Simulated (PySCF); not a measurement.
Run record: geometry optimisation, [CrOS3]2- (`[O]=[Cr-2](=[S])(=[S])=[S]`).

Computed with PBE0-D3(BJ)/def2-SVP geometry optimisation, gas phase (PySCF 2.14.0). Start geometry: GFN2-xTB. The input is one job of a driver script: a line of settings, then coordinates in Å.

Input:
```
{"job": {"xc": "PBE0", "basis": "def2-SVP", "d3": "d3bj", "grid": 1, "maxiter": 40, "kind": "geom"}, "charge": -2, "multiplicity": 1}
Cr     0.000180    -0.001930     0.139540
O      0.008860    -0.016120     1.729250
S      1.951370     0.011170    -0.632920
S     -0.983640     1.697550    -0.602320
S     -0.976770    -1.690670    -0.633550
```

Output:
```
step   0  E = -2313.03898036  max force = 0.021147
step   1  E = -2313.04112392  max force = 0.003942
step   2  E = -2313.04120549  max force = 0.000611
step   3  E = -2313.04120618  max force = 0.000172
optimisation converged
```

Energies in Eh; «max force» is the largest Cartesian gradient component in Eh/bohr.

Problem. Give the first gradient maximum in eV/Å.

Solution. With 1 Eh/bohr = 51.422 eV/Å, 1.087 eV/Å.

Summary of the converged run: final energy -2313.04121 Eh after 3 steps.

Problem. Give the final coordinates.

Solution. 0.059 Å rms from the input after alignment:
```
atom  x, y, z in Å
Cr1   -0.0019   -0.0008    0.0863
O2    -0.0091   -0.0205    1.6499
S3     1.9832    0.0091   -0.5658
S4    -0.9900    1.7263   -0.5625
S5    -0.9821   -1.7141   -0.6078
```

The ion is multiply charged and computed in the gas phase, without counter-ions or solvent; whether it holds all its electrons wasn't checked.

Time: 18 s of wall time. Hardware: an Arm Neoverse V2 with one thread, no GPU, shared host.
Labels such as C1 count atoms from 1, the log's own numbers from 0.
The closed-shell solution of the metal species wasn't tested for stability.
